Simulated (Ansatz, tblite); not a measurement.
Cost and result up the ladder for BCl2(CCH) (C₂HBCl₂) (6 atoms). Total charge 0; singlet. Geometry: B3LYP-D4/def2-SVP.

```xyz
6

B     1.0452   -0.0461    0.0063
Cl    1.9779    0.8294   -1.1976
Cl    1.8830   -1.0014    1.2195
C    -0.4664    0.0217   -0.0016
C    -1.6829    0.0753   -0.0101
H    -2.7567    0.1211   -0.0165
```

Ansatz on 2 threads of Intel Xeon Platinum 8259CL on a shared host; xTB runs through tblite on one thread. Times are rough, summed over both states, and most runs start from the orbitals of an earlier one. ωB97M-V/def2-TZVP serves as the yardstick here, not as an exact answer. The other state is a doublet.

The xTB rows come from tblite. HSE06 is defined as in plane-wave codes, on full-range PBE exchange.

Raw xTB energies of ions are shifted by several eV.

```json
{"level": "GFN2-xTB", "functions": "31", "wall time": "0.03 s"}
{"level": "GFN1-xTB", "functions": "32", "wall time": "0.031 s"}
{"level": "PBE-D4/def2-TZVP (with forces)", "functions": "173", "wall time": "9.2 s"}
{"level": "revPBE-D4/def2-TZVP", "functions": "173", "wall time": "9.4 s"}
{"level": "PBE0-D4/def2-TZVP (with forces)", "functions": "173", "wall time": "16 s"}
{"level": "HSE06-D4/def2-TZVP", "functions": "173", "wall time": "17 s"}
{"level": "r2SCAN-D4/def2-TZVP", "functions": "173", "wall time": "20 s"}
{"level": "BHLYP-D4/def2-TZVP", "functions": "173", "wall time": "22 s"}
{"level": "ωB97X-V/def2-TZVP", "functions": "173", "wall time": "51 s"}
{"level": "ωB97M-V/def2-TZVP", "functions": "173", "wall time": "64 s"}
```

Q: Estimate what each level gives for the vertical IE (eV).

A: 
```json
{"level": "GFN2-xTB", "vertical IE (eV)": "14.75", "difference from ωB97M-V/def2-TZVP (eV)": "3.80"}
{"level": "GFN1-xTB", "vertical IE (eV)": "15.37", "difference from ωB97M-V/def2-TZVP (eV)": "4.42"}
{"level": "PBE-D4/def2-TZVP (with forces)", "vertical IE (eV)": "10.27", "difference from ωB97M-V/def2-TZVP (eV)": "-0.68"}
{"level": "revPBE-D4/def2-TZVP", "vertical IE (eV)": "10.24", "difference from ωB97M-V/def2-TZVP (eV)": "-0.71"}
{"level": "PBE0-D4/def2-TZVP (with forces)", "vertical IE (eV)": "10.70", "difference from ωB97M-V/def2-TZVP (eV)": "-0.25"}
{"level": "HSE06-D4/def2-TZVP", "vertical IE (eV)": "10.67", "difference from ωB97M-V/def2-TZVP (eV)": "-0.28"}
{"level": "r2SCAN-D4/def2-TZVP", "vertical IE (eV)": "10.43", "difference from ωB97M-V/def2-TZVP (eV)": "-0.52"}
{"level": "BHLYP-D4/def2-TZVP", "vertical IE (eV)": "10.79", "difference from ωB97M-V/def2-TZVP (eV)": "-0.15"}
{"level": "ωB97X-V/def2-TZVP", "vertical IE (eV)": "11.00", "difference from ωB97M-V/def2-TZVP (eV)": "0.06"}
{"level": "ωB97M-V/def2-TZVP", "vertical IE (eV)": "10.95", "difference from ωB97M-V/def2-TZVP (eV)": "0.00"}
```
